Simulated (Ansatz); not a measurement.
Born–Oppenheimer molecular dynamics of CH$_{6}$AlF$_{3}$O (12 atoms, charge 0, multiplicity 1). It starts at the highest image of a converged band, a first-order saddle point between two minima.

The calculation used RKS PBE/cc-pVDZ (Ansatz 0.2.0).

```
ensemble                      : NVE (velocity Verlet)
time step                     : 0.5 fs
steps asked                   : 200
starting velocities drawn for : 300 K
seed                          : 8918
```

Frames 5 fs apart, positions in Å, forces in eV/Å.

Velocities at 15 fs (Å/ps):

```
Al 1.77 0.61 1.13
C -4.01 -3.20 -0.21
F -2.75 -3.19 -0.86
F 2.17 0.64 1.47
H -6.79 -1.60 5.85
O -3.35 -0.23 -5.19
H -4.95 -22.15 1.40
F 2.65 4.76 0.88
H 12.52 -22.00 16.44
H 12.98 25.83 10.96
H 0.18 1.36 -0.72
H 0.71 2.30 -7.47
```

```xyz
12
Properties=species:S:1:pos:R:3:forces:R:3 time_fs=15 energy_less_start_eV=0.147 T=187
Al -0.555 -0.862 -0.017 0.46 0.13 0.53
C 0.965 0.080 1.035 0.89 -1.77 1.16
F -0.031 -1.971 -1.201 -0.12 0.07 -0.18
F -1.515 -1.484 1.254 -0.17 0.06 -0.21
H -0.664 1.149 -1.237 0.37 0.09 0.10
O -1.483 0.567 -0.964 -0.89 -0.71 0.00
H 0.841 0.780 -0.244 -0.18 0.23 -0.43
F 0.672 1.372 -1.177 0.78 0.28 -0.02
H 0.390 0.296 1.978 0.26 0.29 -0.47
H 1.571 -0.902 1.318 -1.01 1.36 -0.72
H 1.808 0.811 0.946 -0.25 -0.01 0.17
H -1.859 0.246 -1.812 -0.14 -0.02 0.09
12
Properties=species:S:1:pos:R:3:forces:R:3 time_fs=20 energy_less_start_eV=0.193 T=152
Al -0.545 -0.859 -0.009 0.01 -0.29 0.16
C 0.953 0.056 1.043 -0.36 1.38 -0.21
F -0.046 -1.986 -1.206 -0.15 0.31 0.04
F -1.505 -1.480 1.260 -0.21 0.03 -0.18
H -0.653 1.157 -1.207 -0.21 -0.17 -0.10
O -1.506 0.560 -0.989 0.01 -0.36 0.34
H 0.807 0.726 -0.292 0.21 0.68 -0.23
F 0.690 1.396 -1.172 0.38 -0.14 0.18
H 0.457 0.238 2.008 -0.52 0.54 0.07
H 1.581 -0.746 1.303 1.14 -2.31 0.03
H 1.759 0.820 0.958 -0.29 0.36 -0.07
H -1.869 0.254 -1.845 -0.02 -0.03 -0.03
12
Properties=species:S:1:pos:R:3:forces:R:3 time_fs=25 energy_less_start_eV=0.092 T=230
Al -0.534 -0.858 0.000 0.10 -0.51 0.16
C 0.945 0.041 1.055 1.28 -1.08 0.65
F -0.062 -1.997 -1.210 -0.19 0.46 0.14
F -1.498 -1.476 1.264 -0.36 -0.04 -0.14
H -0.686 1.132 -1.202 -0.51 -0.09 -0.24
O -1.529 0.548 -1.009 0.25 -0.27 0.31
H 0.819 0.806 -0.383 0.45 -0.14 0.72
F 0.712 1.420 -1.166 0.17 0.71 -0.97
H 0.435 0.280 2.023 -0.01 -0.29 -0.27
H 1.679 -0.872 1.239 -1.28 1.33 -0.24
H 1.649 0.898 0.958 0.03 -0.06 -0.18
H -1.883 0.257 -1.877 0.07 -0.03 0.06
12
Properties=species:S:1:pos:R:3:forces:R:3 time_fs=30 energy_less_start_eV=0.069 T=247
Al -0.522 -0.862 0.010 0.16 -0.26 -0.12
C 0.955 0.016 1.075 -1.25 2.00 -0.64
F -0.081 -2.002 -1.213 -0.17 0.47 0.18
F -1.496 -1.473 1.266 -0.46 -0.11 -0.06
H -0.779 1.120 -1.252 0.58 0.50 -0.04
O -1.552 0.529 -1.024 -0.36 -0.62 0.26
H 0.920 0.884 -0.347 -0.16 0.14 -0.23
F 0.737 1.451 -1.170 0.17 0.17 -0.29
H 0.396 0.271 1.997 0.07 -0.42 0.17
H 1.592 -0.830 1.147 1.25 -1.13 0.56
H 1.546 0.960 0.924 0.28 -0.52 0.16
H -1.890 0.248 -1.899 -0.12 -0.23 0.05
12
Properties=species:S:1:pos:R:3:forces:R:3 time_fs=35 energy_less_start_eV=0.056 T=258
Al -0.509 -0.868 0.019 0.11 -0.06 -0.23
C 0.950 0.013 1.085 0.14 -1.29 -0.49
F -0.102 -2.002 -1.214 -0.11 0.36 0.09
F -1.499 -1.471 1.267 -0.46 -0.12 -0.03
H -0.805 1.166 -1.297 -0.64 -0.80 0.46
O -1.576 0.504 -1.037 1.03 0.54 -0.22
H 0.990 0.976 -0.342 -0.43 0.02 -0.46
F 0.764 1.485 -1.179 0.09 0.16 -0.17
H 0.369 0.172 2.010 0.19 -0.09 0.28
H 1.662 -0.893 1.157 -0.58 1.20 0.24
H 1.520 0.937 0.925 0.66 0.22 0.36
H -1.916 0.190 -1.904 0.01 -0.15 0.17
12
Properties=species:S:1:pos:R:3:forces:R:3 time_fs=40 energy_less_start_eV=-0.014 T=311
Al -0.495 -0.874 0.027 0.01 -0.05 0.09
C 0.944 -0.001 1.087 0.30 0.51 0.50
F -0.124 -1.997 -1.214 -0.06 0.20 -0.11
F -1.508 -1.470 1.268 -0.38 -0.07 -0.14
H -0.893 1.116 -1.277 1.07 0.96 -0.57
O -1.590 0.482 -1.050 -0.76 -1.25 0.93
H 0.985 1.048 -0.383 0.06 -0.46 0.63
F 0.791 1.522 -1.192 -0.28 0.57 -0.96
H 0.391 0.055 2.068 0.34 0.28 -0.41
H 1.687 -0.807 1.228 0.11 -0.30 -0.06
H 1.606 0.918 1.006 -0.53 -0.41 0.18
H -1.942 0.099 -1.879 0.11 0.03 -0.08
12
Properties=species:S:1:pos:R:3:forces:R:3 time_fs=45 energy_less_start_eV=0.074 T=244
Al -0.482 -0.881 0.035 -0.41 0.08 0.24
C 0.943 -0.010 1.095 1.01 -0.58 0.26
F -0.148 -1.990 -1.214 0.07 0.02 -0.26
F -1.522 -1.470 1.266 -0.19 0.00 -0.24
H -0.870 1.145 -1.330 -0.86 -1.07 0.21
O -1.606 0.451 -1.052 1.38 0.68 0.17
H 0.972 1.052 -0.352 -0.21 0.45 -0.84
F 0.816 1.565 -1.214 -0.18 -0.56 0.82
H 0.462 -0.002 2.078 -0.57 0.34 0.44
H 1.737 -0.777 1.288 -0.27 -0.35 -0.50
H 1.613 0.856 1.125 0.02 0.84 -0.27
H -1.940 0.012 -1.867 0.21 0.15 -0.01
12
Properties=species:S:1:pos:R:3:forces:R:3 time_fs=50 energy_less_start_eV=0.051 T=262
Al -0.471 -0.888 0.046 -0.38 0.14 0.69
C 0.958 -0.023 1.112 1.10 -0.01 1.33
F -0.170 -1.982 -1.219 0.11 -0.06 -0.37
F -1.538 -1.470 1.262 -0.13 0.01 -0.32
H -0.946 1.039 -1.376 1.20 1.22 -0.43
O -1.609 0.422 -1.050 -0.59 -1.15 0.61
H 0.930 1.112 -0.432 0.31 -0.62 1.11
F 0.837 1.603 -1.231 -0.46 0.51 -1.10
H 0.443 0.013 2.126 0.13 -0.10 -0.70
H 1.753 -0.843 1.250 -0.73 0.59 -0.28
H 1.585 0.919 1.179 -0.44 -0.39 -0.55
H -1.898 -0.049 -1.860 -0.11 -0.15 0.00
12
Properties=species:S:1:pos:R:3:forces:R:3 time_fs=55 energy_less_start_eV=0.063 T=252
Al -0.464 -0.893 0.062 -0.43 0.33 0.41
C 0.989 -0.033 1.148 -1.13 0.64 -1.02
F -0.191 -1.975 -1.228 0.17 -0.04 -0.24
F -1.556 -1.471 1.254 -0.10 -0.03 -0.19
H -0.904 1.050 -1.442 -0.84 -0.85 0.83
O -1.610 0.387 -1.044 1.46 0.85 -0.85
H 0.934 1.110 -0.400 -0.02 0.54 -0.99
F 0.854 1.643 -1.253 -0.35 -0.86 1.03
H 0.423 0.013 2.077 -0.27 -0.18 0.71
H 1.681 -0.857 1.153 1.05 -0.61 0.27
H 1.492 0.942 1.119 0.50 0.21 -0.20
H -1.870 -0.132 -1.845 -0.04 0.01 0.23
12
Properties=species:S:1:pos:R:3:forces:R:3 time_fs=60 energy_less_start_eV=0.125 T=205
Al -0.461 -0.895 0.083 -0.04 0.05 0.26
C 1.003 -0.036 1.170 -0.21 -0.83 -0.64
F -0.210 -1.968 -1.239 0.10 0.13 -0.02
F -1.575 -1.471 1.244 -0.21 -0.10 -0.04
H -0.951 0.976 -1.390 1.13 1.22 -0.77
O -1.596 0.358 -1.045 -0.78 -1.08 0.93
H 0.952 1.172 -0.490 0.27 -0.82 1.21
F 0.865 1.676 -1.268 -0.51 0.60 -1.23
H 0.387 -0.026 2.118 0.79 0.02 -0.31
H 1.760 -0.914 1.121 -0.64 1.35 0.46
H 1.480 0.968 1.013 0.09 -0.55 0.34
H -1.855 -0.220 -1.794 0.01 0.02 -0.19
12
Properties=species:S:1:pos:R:3:forces:R:3 time_fs=65 energy_less_start_eV=0.071 T=247
Al -0.458 -0.897 0.104 -0.03 -0.24 -0.24
C 1.009 -0.049 1.177 -1.21 0.57 -1.22
F -0.228 -1.960 -1.251 0.12 0.26 0.27
F -1.597 -1.473 1.233 -0.24 -0.13 0.10
H -0.900 1.013 -1.414 -0.94 -1.06 0.34
O -1.583 0.323 -1.039 1.18 1.04 -0.24
H 1.007 1.152 -0.473 -0.14 0.70 -1.06
F 0.871 1.710 -1.289 -0.26 -1.01 1.11
H 0.488 -0.057 2.140 0.01 0.36 0.50
H 1.788 -0.773 1.185 1.23 -1.18 0.12
H 1.505 0.914 0.978 0.05 0.38 0.37
H -1.829 -0.294 -1.772 0.24 0.30 -0.06
12
Properties=species:S:1:pos:R:3:forces:R:3 time_fs=70 energy_less_start_eV=0.092 T=231
Al -0.455 -0.901 0.125 0.07 -0.61 -0.19
C 1.002 -0.060 1.165 1.84 -0.60 0.71
F -0.244 -1.948 -1.259 0.13 0.35 0.41
F -1.622 -1.476 1.223 -0.24 -0.11 0.10
H -0.959 0.932 -1.421 1.10 1.33 -0.62
O -1.560 0.296 -1.033 -0.80 -0.72 0.67
H 1.058 1.208 -0.570 0.43 -0.88 1.35
F 0.873 1.737 -1.304 -0.64 0.67 -1.29
H 0.621 -0.015 2.227 -0.05 0.11 -0.57
H 1.941 -0.758 1.272 -1.42 0.58 -0.39
H 1.532 0.915 1.020 -0.37 0.05 -0.08
H -1.761 -0.317 -1.773 -0.06 -0.17 -0.11
```

Of the whole run (100 fs, mean temperature of the second half 258 K): The conserved energy stayed within 0.17 meV per atom of its start (net change 0.049 meV per atom), so the integration is sound. A run of 0.1 ps of so small a system gives no equilibrium averages. The orbitals stay closed-shell, which can raise the energy where a bond breaks towards radicals; this wasn't checked here.

Time of the run: 5.6 min on 2 threads of Intel(R) Xeon(R) Platinum 8488C (Sapphire Rapids) (shared host), peak memory 0.18 GiB.
